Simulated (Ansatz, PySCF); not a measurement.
Al(OH)3 anion (AlH₃O₃), SMILES [OH][Al]([OH])[OH] (connectivity only; charge and spin as stated), charge -1, multiplicity 2. Atoms are numbered in the order given.

```xyz
7

Al     0.1208    -0.0357     0.3477
O     -1.5013     0.4210    -0.2450
H     -2.1834    -0.2297    -0.0712
O      1.1511     1.3782     0.0316
H      0.6378     2.1867    -0.0349
O      0.8003    -1.5285    -0.3493
H      0.9746    -2.1920     0.3211
```
Charge -1, spin multiplicity 2.

Geometry optimised at PBE0-D3(BJ)/def2-SVPD. The multiplicity is an assumed one; other spin states were not compared. The isomer is the one that the SMILES or the coordinates give; other isomers of the formula were not compared. The values are those of a single conformer.

Two levels are set side by side: PBE-D3(BJ)/def2-SVPD (Ansatz, a program for electronic structure) and PBE0-D3(BJ)/def2-SVPD (Ansatz). Each level has its own optimised geometry; the coordinates shown are those of the second. Frequencies come from the Hessian of PySCF at each geometry. Differences are taken from unrounded values.

| quantity | PBE0-D3(BJ) |
|---|---|
| mean bond length (Å) | 1.371 |
| bond Al1–O2 (Å) | 1.786 |
| bond Al1–O4 (Å) | 1.778 |
| bond Al1–O6 (Å) | 1.782 |
| bond O2–H3 (Å) | 0.959 |
| bond O4–H5 (Å) | 0.960 |
| bond O6–H7 (Å) | 0.959 |
| highest harmonic wavenumber (cm⁻¹) | 3945 |
| mean harmonic wavenumber (cm⁻¹) | 1144 |
| zero-point energy (kcal/mol) | 24.53 |

Q: What does PBE-D3(BJ) give, and how far is it from PBE0-D3(BJ)? (Estimate from the structure and the level; the computed values follow.)

A: 
| quantity | PBE-D3(BJ) | PBE-D3(BJ) minus PBE0-D3(BJ) |
|---|---|---|
| mean bond length (Å) | 1.386 | 0.015 |
| bond Al1–O2 (Å) | 1.806 | 0.020 |
| bond Al1–O4 (Å) | 1.794 | 0.016 |
| bond Al1–O6 (Å) | 1.799 | 0.017 |
| bond O2–H3 (Å) | 0.971 | 0.013 |
| bond O4–H5 (Å) | 0.972 | 0.012 |
| bond O6–H7 (Å) | 0.972 | 0.013 |
| highest harmonic wavenumber (cm⁻¹) | 3757 | -188 |
| mean harmonic wavenumber (cm⁻¹) | 1092 | -52 |
| zero-point energy (kcal/mol) | 23.42 | -1.11 |

Exact exchange shortens and stiffens bonds; PBE has none. Differences between two approximate levels are no errors against the true value.
